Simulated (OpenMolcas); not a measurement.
Cr2+: moving or changing the point charges

Cr2+ among 2 point charges of -2.5 e arranged as a linear pair (D∞h), 2.09 Å from the ion.
```
   0.0000    0.0000    2.0900  -2.50
   0.0000    0.0000   -2.0900  -2.50
```

```
Program             : OpenMolcas
Method              : CASSCF
Basis               : ANO-RCC-VTZP [6s5p3d2f1g]
Scalar Hamiltonian  : DKH2, point nucleus
Active space        : 4 electrons in 5 orbitals (3d)
State averaging     : 2S+1 = 5 even, 5 roots; 2S+1 = 3 even, 45 roots; 2S+1 = 1 even, 50 roots
Spin-orbit coupling : state interaction with AMFI integrals over the reference wave functions
```

Runs around this geometry, states (labels by Λ). Energies in cm-1 above the lowest state or level, χT in cm3 K/mol.

```csv
R (Å),q (e),Ground state,First state of that spin,First gap with spin-orbit (degeneracies),χT at 300 K,First state of another spin
2.09,-2,5Σ,5Π 2960,"4.7 (1, 2)",2.867,3Φ 20175
2.09,-2.5,5Σ,5Π 2495,"5.1 (1, 2)",2.853,3Φ 18840
2.3,-2.5,5Σ,5Π 2516,"5.4 (1, 2)",2.841,3Φ 20193
```

Scaling the charges by -2 / -2.5 = 0.80 scales the first state of the same spin by 2960 / 2495 = 1.19; with fixed orbitals a first-order splitting would follow the charge.

Without dynamic correlation the repulsion within the d shell is too large (B by tens of per cent), so at a given field states of lower spin stand too high. This is an electrostatic model: the charges have no orbitals. No measured value stands beside these numbers.
